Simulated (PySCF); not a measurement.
Positional isomers: butadiene chloro+silyl. All species are isolated molecules in the gas phase. One relaxed conformer stands for each flexible species; it need not be the lowest. Strings in code marks are SMILES.

The S1–T1 gap (TDA) from two functionals at the same geometries (CAM-B3LYP-D3(BJ)/def2-TZVP), both in PySCF: PBE-D3(BJ)/def2-TZVP and CAM-B3LYP-D3(BJ)/def2-TZVP. Excitations are Tamm–Dancoff values on a coarser integration grid. The basis has no diffuse functions, so Rydberg states are missing or too high.

| species | PBE-D3(BJ)/def2-TZVP (eV) |
|---|---|
| `C(/[SiH3])=C\C(Cl)=C` (Cl–C–C–C torsion 0°) | 1.96 |
| `C=C([SiH3])/C=C/Cl` (Si–C–C–C torsion 0°) | 2.10 |
| `C=C/C(Cl)=C/[SiH3]` (C–C–C–Cl torsion 0°) | 2.03 |
| `C(=C\Cl)/C=C/[SiH3]` (C–C–C–C torsion 180°) | 2.26 |

Task: What does CAM-B3LYP-D3(BJ)/def2-TZVP give for each?

Result: 
- `C(/[SiH3])=C\C(Cl)=C` (Cl–C–C–C torsion 0°): 2.75
- `C=C([SiH3])/C=C/Cl` (Si–C–C–C torsion 0°): 2.75
- `C=C/C(Cl)=C/[SiH3]` (C–C–C–Cl torsion 0°): 2.66
- `C(=C\Cl)/C=C/[SiH3]` (C–C–C–C torsion 180°): 2.66
Over these rows, drawn at random from the members with no instability flagged (it was tested for open shells, ions and some series alone), PBE minus CAM-B3LYP-D3(BJ): mean -0.62 eV, from -0.79 eV to -0.40 eV.
